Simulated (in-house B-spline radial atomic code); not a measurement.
**Removing one electron from Al+**

Closed shell [Ne] 3s2. Computed with a B-spline radial code for spherical atoms: Koopmans values of Dirac-Hartree-Fock plus a diagonal self-energy, in second order or with its direct term screened (direct RPA, with the hole-particle interaction, or full time-dependent Hartree-Fock), linearised in energy; no-pair Dirac-Coulomb Hamiltonian, finite nucleus. Shifts add to the Koopmans value (the ΔSCF shift is orbital relaxation alone); the final value takes TDHF screening with Breit and QED.

Command:
```bash
python run_mb.py task.json out
```
Settings (nuclear radius in fm, box in bohr, cutoff in hartree):
```
basis_form          2
Z                   13
core_configuration  [Ne] 3s2
rms_radius          3.061
mass_number         27
speed_of_light      137.036
box_radius          21.062
lmax                7
intervals           66
virtual_cutoff      676.0
```

Run time, properties included: 5.7 s on 1 thread of Intel(R) Xeon(R) Platinum 8259CL CPU @ 2.50GHz, on a shared host.

Energies in eV:

```json
{"subshell": "3s1/2", "Koopmans": "17.782", "ΔSCF shift": "-0.227", "second order": "?", "direct RPA": "?", "hole-particle": "?", "TDHF": "?", "Breit + QED": "?", "final": "?"}
```

Task: What does the self-energy do to 3s1/2?

Result: It shifts the removal energy by 0.887 eV in second order, 0.474 with direct RPA, 0.465 with the hole-particle term and 0.693 with TDHF screening (quasi-particle weight 0.945); Breit and QED add -0.003 eV. The final value is 18.472 eV, against 18.829 eV (NIST, measured). The mixing of s² with p² in the ground state is caught to low order only, which falls short in light ions.
